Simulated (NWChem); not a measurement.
Atomisation of diboron tetrachloride (B₂Cl₄)

```xyz
6

Cl    -1.0985    -1.0452     1.7376
B      0.0000     0.0000     0.8480
Cl     1.0985     1.0452     1.7376
B      0.0000     0.0000    -0.8480
Cl    -1.0985     1.0452    -1.7376
Cl     1.0985    -1.0452    -1.7376
```
Charge 0, spin multiplicity 1.

All runs are NWChem calculations. The geometry was optimised at B3LYP/def2-SVP, a minimum by its harmonic frequencies. It is one conformer; others weren't searched.

Basis set: def2-SVP. The atomisation energy is electronic alone: no zero-point, thermal, spin-orbit or counterpoise terms. No value is extrapolated to the basis-set limit. Free atoms are single determinants with multiplicities Cl 2, B 2. Correlated methods freeze the same cores in atoms and molecule, 22 orbitals in all.

B3LYP has NWChem's definition, with VWN1-RPA local correlation. No SCF solution was tested for a lower state. Open-shell Hartree-Fock references start from PBE0 orbitals.

### Question
One of these methods gave an atomisation energy of 541.8 kcal/mol. Which?
A. BLYP
B. MP2
C. HF
D. PBE

### Answer
D, PBE. The others give 506.4 (BLYP), 399.8 (HF), 512.8 (MP2).
